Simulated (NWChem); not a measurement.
System: CH8N2Si; SMILES NC[SiH2]N

```xyz
12

N     -0.1626     2.1698    -0.0116
C      0.6515     0.9691     0.0687
Si    -0.4614    -0.5568     0.0286
N      0.5153    -1.9900    -0.0589
H     -0.6391     2.2233    -0.9095
H      0.4042     3.0116     0.0655
H      1.1735     0.9421     1.0411
H      1.4512     0.8725    -0.7004
H     -1.2761    -0.6748     1.2743
H     -1.4161    -0.3611    -1.1218
H      0.1318    -2.8639     0.2831
H      1.0946    -2.1586    -0.8741
```
Atoms are numbered in this order, from 1.

Level: PBE0/def2-SVP (NWChem), optimised geometry, unscaled harmonic frequencies. 

```csv
frequency (cm⁻¹),IR intensity (km/mol)
104,0.8
138,4.9
193,16.1
263,42.4
330,7.4
404,200.8
521,28.2
644,10.6
691,32.3
783,136.6
832,14.3
865,95.3
895,31.6
930,241.9
968,100.8
1088,16.9
1121,3.4
1259,3.3
1338,2.2
1460,5.9
1549,42.4
1640,22.7
2152,192.4
2242,116.3
2949,73.1
3089,12.6
3538,1.1
3610,26.7
3621,3.0
3706,30.0
```

The zero-point energy is 61.3 kcal/mol and the thermal correction to the enthalpy at 298.15 K (with zero-point energy) comes out as 66.2 kcal/mol. The heat capacity Cv is 23.7 cal/(mol K), the entropy at 298.15 K and 1 atm (symmetry number 1) comes out as 79.0 cal/(mol K) and the dipole moment is 2.00 D.

Rigid rotor and harmonic oscillator.
